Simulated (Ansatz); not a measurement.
Calculated with Ansatz (gas phase, PBE0-D4/def2-TZVP geometries, no zero-point term in ΔE). CCSD(T)/CBS adds triple-zeta CCSD(T) − MP2 to the extrapolated MP2 energy (def2 sets, frozen cores). DFT in def2-TZVPP.

Reaction (isomerisation): `CC#CC[SiH3]` → `CC#C[SiH2]C`

```json
{"species": "`CC#CC[SiH3]`", "ωB97X-V energy (Eh)": "-446.64256"}
{"species": "`CC#C[SiH2]C`", "ωB97X-V energy (Eh)": "-446.66753"}
```

(1) Work out ΔE.

Largest T1 diagnostic among the species: 0.011.

Results:

(1) ΔE = (-446.66753) − (-446.64256) = -0.02497 Eh = -15.7 kcal/mol. CCSD(T)/CBS gives -16.9 kcal/mol.
